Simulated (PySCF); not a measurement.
Structure with atom numbers: `[CH3:1][O:2][C:3]1=[CH:4][CH2:5][CH2:6][S@@:7]1=[O:8]`; H(Xn) means a hydrogen on atom n. Ha(C5), Ha(C6) are pro-R; Hb(C5), Hb(C6) are pro-S.

PySCF calculation with PBE0-D3(BJ)/def2-SVP geometry and GIAO CAM-B3LYP/pcSseg-1 shieldings; no relativistic terms, one computed conformer, equivalent nuclei averaged, in vacuum.

Chemical shifts δ = σref − σ; TMS for ¹³C (σref 182.45) and ¹H (σref 31.33); H2O for ¹⁷O (σref 338.55); ³³S (σref 487.21) against CS2, all at this level.

| atoms | nucleus | count | δ (ppm) |
| --- | --- | --- | --- |
| C3 | ¹³C | 1 | 174.7 |
| S7 | ³³S | 1 | 370 |
| Hb(C5) | ¹H | 1 | 2.45 |
| C1 | ¹³C | 1 | ? |
| C4 | ¹³C | 1 | 111.3 |
| C6 | ¹³C | 1 | 62.7 |
| Ha(C5) | ¹H | 1 | 2.30 |
| Hb(C6) | ¹H | 1 | 2.79 |
| H(C1) | ¹H | 3 | ? |
| O2 | ¹⁷O | 1 | ? |
| Ha(C6) | ¹H | 1 | ? |
| O8 | ¹⁷O | 1 | 97.1 |
| H(C4) | ¹H | 1 | 5.34 |
| C5 | ¹³C | 1 | 25.1 |

Fill in the missing shifts.

Results:


- C1: 61.2 ppm, methyl carbon bonded to O; pulled downfield by the heteroatom
- H(C1): 3.95 ppm, hydrogen on a methyl carbon bonded to O; its carbon carries O, which withdraws density
- Ha(C6): 3.47 ppm, hydrogen on an sp3 CH2 bonded to S
- O2: 98.4 ppm, ether oxygen

Shifts are as computed, not scaled to solution data. Of 1211 compounds with measured shifts, 218 miss one by over three times the rms of a fit or turn the order of signals round; such compounds aren't used in these exercises. Experimental scales use liquid or dissolved standards, which lie at an offset from isolated H2O (liquid H2O: subtract about 36 ppm).
